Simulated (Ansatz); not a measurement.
`[NH2][In]([NH2])[O][SiH3]`. Total charge 0; spin multiplicity 1. Correlated methods include outer-core shells of In, which these sets cover unevenly. In: def2 effective core potential.

```xyz
12

N    -1.682   -0.973   -2.061
In   -0.861   -0.056   -0.477
N    -1.530    1.327    0.819
O     1.003   -0.672   -0.133
Si    2.206   -0.237    0.861
H    -2.685   -1.089   -2.049
H    -1.251   -1.859   -2.290
H    -0.796    1.852    1.276
H    -2.228    1.971    0.476
H     3.468   -0.014    0.100
H     1.891    1.034    1.589
H     2.465   -1.284    1.890
```

Task: Give the diagnostics of a CCSD(T)/def2-TZVPP run (frozen core, Ansatz 0.2.0). (Estimate.)

Result: Ansatz gave: T1 = 0.0146, largest single amplitude 0.022, largest double 0.016, (T) share of the correlation energy 3.5 %, 10 CCSD cycles. The RHF solution is stable towards an unrestricted one. T1 lies under the customary mark of 0.02 for closed shells.
